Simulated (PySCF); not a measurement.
C2H5FSi, SMILES C=C[SiH2]F.

Geometry optimised at B3LYP-D3(BJ)/def2-SVP. Other conformers were not sampled.

Computed with PySCF with CAM-B3LYP/def2-TZVP.

Gas-phase values at a fixed geometry.

```yaml
total_energy: -468.61515 hartree
point_group: Cs
highest_occupied_level: -9.48 eV
lowest_empty_level: 0.48 eV
orbital_gap: 9.96 eV
dipole_moment: 1.69 D
quadrupole, principal values (traceless, Buckingham form, about the centre of nuclear charge): -2.55, -1.12, 3.67 D·Å
mean_static_polarisability: 48.5 bohr³ (7.18 Å³)
polarisability_principal_values: 38.3, 43.6, 63.5 bohr³
```
